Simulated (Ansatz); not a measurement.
Correlation energies of GaH4PS, SMILES `S[PH][GaH2]` by basis set

```xyz
7

S    -1.376    0.452    0.500
P     0.008    1.085   -1.087
Ga    0.832   -0.725    0.161
H    -0.977    1.376    1.390
H    -0.696    0.287   -2.029
H     1.734   -0.302    1.362
H     0.475   -2.172   -0.297
```

Charge 0, multiplicity 1. Correlated methods include outer-core shells of Ga, which these sets cover unevenly. Scalar relativity is left out up to krypton. The structure was optimised at the PBE0-D4/def2-TZVP level. It is one conformer, not always the lowest. Frozen core, restricted reference, Ansatz.

```
     basis      HF (Eh)  MP2 corr.  CCSD corr.       (T)  CCSD(T) total
  def2-SVP  -2663.36424          ?    -0.50735  -0.01765              ?
def2-TZVPP            ?   -0.57351    -0.61090  -0.02889              ?
def2-QZVPP            ?          ?           –         –              –
```

Fill in the withheld values. (Estimate.)

Ansatz gave: def2-SVP MP2 corr.: -0.47328; def2-SVP CCSD(T) total: -2663.88924; def2-TZVPP HF (Eh): -2663.87255; def2-TZVPP CCSD(T) total: -2664.51234; def2-QZVPP HF (Eh): -2663.93392; def2-QZVPP MP2 corr.: -0.85005.
